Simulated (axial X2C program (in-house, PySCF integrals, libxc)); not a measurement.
**Nuclear properties of CTiO**

Calculated with an axial X2C code built on PySCF integrals: two-component X2C with atomic mean-field Coulomb and Gaunt terms, Gaussian nuclei, basis C dyall-v3z, Ti dyall-v3z, O dyall-av3z with contracted cores.

C–Ti–O held linear, with bonds 2.170 and 1.625 Å (near the PBE0 minimum at charge 0 of the determinant lowest at the starting distance; the state shown can have its own minimum elsewhere, held linear; other orders of the atoms were not compared).

Determinant lowest in the PBE0 search, Ω = 4 (⟨Sz⟩ = 2.00, ⟨Lz⟩ = 2.00 at PBE0), spin on the atoms C 1.26, Ti 0.76, O -0.01:

```
level  Eeff magnitude (GV/cm)  Ws magnitude Ti (kHz)  A∥/gI C (MHz)  qzz C (a.u.)  A∥/gI Ti (MHz)  qzz Ti (a.u.)  A∥/gI O (MHz)  qzz O (a.u.)  μ (D)
 PBE0                   0.345                  0.033           9.71         -0.12            73.8          -2.01           1.72         -0.48  -0.64
   HF                   0.344                 0.0318           22.9         -0.11            53.4          -1.98          -7.32         -0.76  -1.72
TPSSh                   0.326                 0.0313           16.4         -0.13            68.2          -2.07           2.39         -0.48  -0.50
```

Eeff is the effective electric field on the electron electric dipole moment in this Ω state and Ws the scalar–pseudoscalar constant of the nucleus named (defined with the proton number Z and per Ω); A∥ (defined per Ω) follows by multiplying with gI = μI/(I μN); qzz is the electric field gradient, eQq0 = 234.96 MHz × Q/barn × qzz; μ is positive if the O end (last atom) is positive. The operators were transformed with the bare-nucleus X2C matrices; with these basis sets, hyperfine constants and field gradients can be off by tens of per cent, and where levels differ in sign neither size nor sign is settled.

Task: With gI(47Ti) = -0.3154, Q(47Ti) = 0.302 barn, Q(17O) = -0.02558 barn (g factors from the IAEA table of nuclear moments by Stone; Q from Pyykkö, Mol. Phys. 2018), turn the PBE0 values of the first state into constants in MHz.

Result: A∥(47Ti) = 73.8 × -0.3154 = -23.3 MHz; eQq0(47Ti) = 234.96 × (0.302) × (-2.01) = -143 MHz; eQq0(17O) = 234.96 × (-0.02558) × (-0.48) = 2.88 MHz.

The molecule was held linear; bending was not examined, so a bent shape may lie lower.

Each state is one determinant with collinear spin, which with several unpaired electrons need not be a pure state. Unrestricted Hartree–Fock can overshoot spin polarisation at the nuclei. With several open shells hyperfine constants can be off by a factor of several. Open-shell Ω = 0 determinants with evenly filled partner blocks cannot be reached by this program, so the Ω shown need not be the lowest component. States lie within half an eV, so the first need not be the ground state. Further determinants of the search, some of them spin-mixed, are not shown. Where a field gradient or hyperfine factor spreads by more than a factor of two over the levels, a constant derived from it is not to be relied on.
